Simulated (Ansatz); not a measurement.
Calculated with Ansatz (gas phase, PBE0-D4/def2-TZVP geometries, no zero-point term in ΔE). CBS: MP2 limit from def2 TZ/QZ plus the TZ coupled-cluster correction, frozen cores. This one scheme is used for every species. Functionals use def2-TZVPP. B3LYP here is the variant with VWN-RPA as its local correlation; programs differ in this. HSE06 is defined as in plane-wave codes. For Ga, Se outer-core shells are correlated without core-valence functions, which leaves a few kJ/mol of doubt a bond. Scalar relativity is left out up to krypton. Each species was taken in one conformer, which may not be the lowest.

`CC[Se]C` + `[CH3][GaH2]` → `[CH3][GaH][Se]C` + `CC`  (formal exchange of groups at the Se–C bond)

| level | ΔE (kcal/mol) | difference from CCSD(T)/CBS |
| --- | --- | --- |
| revPBE-D4 | -36.6 | 1.4 |
| BLYP-D4 | -37.7 | 0.3 |
| B97M-V | -36.1 | 1.9 |
| B3LYP-D4 | -38.2 | -0.2 |
| HSE06-D4 | -38.3 | -0.3 |
| CAM-B3LYP-D4 | -37.3 | 0.7 |
| ωB97M-V | -36.8 | 1.2 |
| B2PLYP | -37.9 | 0.1 |
| revPBE | -37.5 | 0.5 |
| BLYP | -37.7 | 0.3 |
| HSE06 | -38.0 | 0.0 |
| BHLYP | -38.3 | -0.3 |
| CCSD/def2-SVP | -39.0 | -1.0 |
| MP2/def2-TZVPP | -37.7 | 0.3 |
| CCSD/def2-TZVPP | -37.3 | 0.7 |
| MP2/CBS(def2) | -38.4 | -0.4 |
| CCSD(T)/CBS | -38.0 | 0 |

Largest T1 diagnostic among the species: 0.012.

Leaving LDA and LC-ωPBE aside and taking each functional with its dispersion term where it has one, the values, not all of them listed here, spread over 3.1 kcal/mol, from BHLYP-D4 to B97M-V. At CCSD(T), def2-SVP lies −1.0 kcal/mol from the extrapolated value and def2-TZVPP +0.7 kcal/mol.
